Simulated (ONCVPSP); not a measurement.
## Configuration tests for Cl (Z = 17) (ONCV)

ONCVPSP 4.0.1 input, shortened (lines: element, Z, core and valence counts, functional; n l f; lmax; l rc ep ncon nbas qcut; lloc lpopt rc5 dvloc0; l nproj debl; icmod fcfact rcfact), PBE, non-relativistic:

```
  Cl 17.00    3    2        4      upf
    1    0    2.00
    2    0    2.00
    2    1    6.00
    3    0    1.50
    3    1    5.50
    2
    0    1.25    0.00    5   10    6.30
    1    1.55    0.00    4    8    4.70
    2    1.40    0.25    3    6    8.10
    4    5    0.80    4.00
    0    2    0.90
    1    2    0.50
    2    2    0.40
    1    0.70    0.00
```

Energies are relative to the spin-unpolarised reference configuration 3s1.5 3p5.5; without spin polarisation the order of configurations can differ from experiment.

```
valence configuration  charge  ΔE all-electron (eV)  error AE − PS (meV)
              3s2 3p5       0                -5.973                 +0.6
              3s2 3p4      +1                 7.917                 +0.9
              3s2 3p3      +2                33.376                 +8.0
```

Question: What are ΔE and the potential's error for 3s2 3p1?

Answer: ΔE = 123.929 eV all-electron; the error (AE − PS) is +94 meV.

Levels in the configuration 3s2 3p4:

```csv
level,all-electron (eV),pseudo (eV)
3s,-31.917,-31.916
3p,-19.438,-19.436
```

Note: no bound ghost flagged; GHOST(+) flagged for s at 135.1 eV.
